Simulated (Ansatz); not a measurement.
SiGe2H8⁺, that is Si(GeH3)2H2 with one electron fewer. The state is a doublet with charge 1. Geometry PBE0-D4/def2-SVP; atoms count from 1.

```
atom    x (Å)    y (Å)    z (Å)
 Si1   0.3085  -0.7971  -0.9189
 Ge2   1.4830   0.1828   1.0612
  H3   1.3881   1.7019   0.9472
  H4   2.8501  -0.4153   0.6771
  H5   0.8179  -0.4357   2.2882
 Ge6  -1.7427   0.4885  -0.2864
  H7  -1.3976   1.9633  -0.4755
  H8  -2.1181   0.0680   1.1321
  H9  -2.6014  -0.1371  -1.4026
 H10   0.1373  -2.2690  -0.8041
 H11   0.8751  -0.3504  -2.2182
```

Estimate the Mulliken populations from the PBE0/def2-TZVP orbitals of Ansatz.


```
atom  charge (e)  spin (α − β)
 Si1        0.06          0.51
 Ge2        0.00          0.20
  H3        0.12         -0.01
  H4        0.14          0.07
  H5        0.12          0.00
 Ge6        0.00          0.20
  H7        0.12         -0.01
  H8        0.12         -0.01
  H9        0.14          0.07
 H10        0.09         -0.01
 H11        0.09         -0.01
```
Mulliken values depend strongly on the basis.

Where does the spin sit?

Summed by element: Si 0.51, Ge 0.39, H 0.10, of 1 unpaired in all. Largest on single atoms: Si1 0.51, Ge6 0.20, Ge2 0.20.

And the Mayer bond orders between heavy atoms (over 0.3)?

Si1–Ge2 0.72 (2.50 Å); Si1–Ge6 0.72 (2.50 Å).
